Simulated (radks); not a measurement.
Fractional charge and spin in the 6s shell of tungsten: the spin-up occupation runs from 0 to 1 and the spin-down occupation from 0 to 1; the fullest corner is W, [Xe] 4f14 5d(up 2, down 2) 6s(up 1, down 1). Method: scalar-relativistic Kohn-Sham, r2SCAN, spin-polarised, spherical densities, finite nucleus; meta-GGA in the generalised Kohn-Sham scheme; Fermi nuclear charge, rms radius of each element as measured or else 0.836 A^(1/3) + 0.57 fm; computed with a radial shooting solver on a logarithmic mesh with Libxc functionals. Energy (eV) minus the two flat planes that join the four corners (they meet along the diagonal where the two added fractions sum to one electron); zero is where a piecewise linear energy would lie.

down \ up,0,0.25,0.5,0.75,1
0,0.000,-0.558,-0.745,-0.553,0.000
0.25,-0.558,-0.637,-0.354,0.294,-0.500
0.5,-0.745,-0.354,0.385,-0.315,-0.670
0.75,-0.553,0.294,-0.315,-0.578,-0.501
1,0.000,-0.500,-0.670,-0.501,0.000

Corners above the fullest one (they belong to W+ and the next ion): (up 1, down 0) 8.551 eV, (up 0, down 1) 8.551 eV, (up 0, down 0) 24.270 eV. With half an added electron in each spin the energy lies 0.385 eV from the planes, and with half an added electron in spin up alone -0.745 eV. The planes are only a guide here: the flat-plane condition holds for ground states with one frontier orbital, while this shell lies below other occupied shells, so the corners above the fullest one are inner-hole states and not the ground states of those ions.
